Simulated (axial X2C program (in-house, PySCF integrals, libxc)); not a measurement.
## IrH: from the spin-free to the two-component result

All values were computed with an axial X2C code built on PySCF integrals. Spin-free means the one-electron spin-free X2C Hamiltonian; two-component (2c) means X2C with spin–orbit coupling and atomic mean-field two-electron Coulomb and Gaunt terms, so the difference of the two also holds small scalar two-electron terms. Basis: Ir dyall-cv3z [13s14p9d6f4g], H dyall-v3z [6s2p1d] (cores contracted in-house); Gaussian nuclei, density fitting, unrestricted open shells. Masses: Ir 192.963 u, H 1.008 u.

Spin-free state: M_S = 1, Λ = 2 (beyond evenly filled blocks: σα, δ+α, δ+β, δ-α); fragments Ir + H.

```
  level  Re (Å)  ωe (cm⁻¹)  De (eV)  μ (D)
   PBE0   1.545     2338.3    3.316  -1.41
     HF   1.583     2138.4    1.706  -2.34
    MP2   1.523     2455.7    3.161    n/a
   CCSD   1.547     2327.5    3.095    n/a
CCSD(T)   1.547     2328.2    3.173    n/a
    PBE   1.551     2313.9    3.513  -1.13
```

Correlated methods: 10 electrons correlated (number of frozen shells: Ir 5 s, 4 p, 2 d, 1 f; H none), 222 virtual spin orbitals or spinors in MP2, 90 natural virtuals in coupled cluster.

Dipoles are positive if H is the positive end.

Two-component determinant lowest at the distance of the search:

Ω = 3 (⟨Sz⟩ = 0.95, ⟨Lz⟩ = 2.05 at HF); fragments Ir + H.

```tsv
level	Re (Å)	ωe (cm⁻¹)	De (eV)	μ (D)
PBE0	1.551	2312.7	3.216	-1.43
HF	1.587	2137.6	1.517	-2.34
MP2	1.529	2418.5	2.890	n/a
CCSD	1.553	2297.9	2.841	n/a
CCSD(T)	1.553	2296.7	2.911	n/a
PBE	1.556	2286.1	n/a	-1.15
```

Problem. From the two tables, how do the constants change at the CCSD(T) level (2c against spin-free)?

Solution. At the CCSD(T) level Re goes up by 0.006 Å and ωe drops by 31.5 cm⁻¹; De changes by -0.262 eV.

The state is one determinant whose occupation by symmetry is held fixed; it was picked as the lowest of a PBE0 search that is not exhaustive. Dissociation energies refer to the lowest single-determinant-based atoms at the same level and basis. De is not given where an atomic determinant may have missed its ground term or J level, or where the truncated virtual space spoils (T). Density functionals use the spin component along the axis (collinear). Coupled cluster ran in a truncated set of natural virtual spinors; the MP2 energy of the rest was added. (T) has no such correction and the atoms are truncated less, which lowers De at CCSD(T) by a hundredth of an eV or more. Other states lie close and PBE0, whose exact exchange favours high spin, may order them wrongly; the determinant shown need not be the ground state. The nearest other spin-free determinant of the search, M_S = 1, Λ = 0, lies 0.11 eV up at the distance of the search. The functionals have no current-density term, which raises determinants with orbital currents, atoms included. With several unpaired electrons one determinant need not be a pure state. At some level and bond length an empty orbital lies below a filled one.
